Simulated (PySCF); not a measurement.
# Telling isomers of C₇H₅N₃ apart by NMR

Calculated, not measured (PySCF): geometry: GFN2-xTB, PBE0/pcSseg-1 with gauge-including orbitals. Fast rotation and ring inversion assumed for equivalent nuclei, single conformer, isolated molecule, relativity neglected.

Referencing at the same level of theory: $^{1}$H (σref 31.72), $^{13}$C (σref 186.93) vs TMS. Where no couplings were computed, multiplicities follow the n + 1 count of equivalent neighbours, and m marks all less simple cases (inequivalent or close neighbours, rings, F or P nearby). Shifts are as computed. Against solution values, carbons near 30 ppm lie about +3 ppm off and those near 130 ppm about +5 ppm (rms about the fit 2.1 ppm; single classes can miss by 10 ppm). Of 1328 compounds with measured shifts, 309 miss one by over three times the rms of a fit or turn the order of signals round; such compounds aren't used in these exercises. Signals without a measured value on file couldn't be tested in this way; 1H shifts scatter by 0.2 ppm about their fit, and single ones miss by 0.5 ppm.

(1) Tabulate the signals of `C=CCC(C#N)(C#N)C#N`, `C=C(C)C(C#N)(C#N)C#N` and their relative energies.

(2) What is the quickest way to tell C=CCC(C#N)(C#N)C#N from C=C(C)C(C#N)(C#N)C#N?

Answers

(1) 
```json
{"SMILES": "C=CCC(C#N)(C#N)C#N", "carbon types": "4×C 1×CH 2×CH2", "δC": "135.7, 135.0, 114.9, 48.2, 24.8", "δH": "6.32 (m, 1H), 6.04 (m, 1H), 6.01 (m, 1H), 2.98 (d, 2H)", "E rel. (kcal/mol)": "1.0"}
{"SMILES": "C=C(C)C(C#N)(C#N)C#N", "carbon types": "5×C 1×CH2 1×CH3", "δC": "141.2, 129.2, 114.2, 31.0, 21.4", "δH": "6.26 (br s, 1H), 5.92 (br s, 1H), 2.35 (s, 3H)", "E rel. (kcal/mol)": "0.0"}
```

Energies are electronic energies at PBE0/pcSseg-1 on these geometries, without zero-point or thermal terms, each for the one conformer computed, which needn't be the lowest.

(2) Both give the same number of carbon signals, but DEPT or the intensities differ. The first has an alkene CH at 135.7 ppm, the second an allylic methyl carbon (CH3) at 21.4 ppm. Their most deshielded carbons lie at 135.7 and 141.2 ppm.
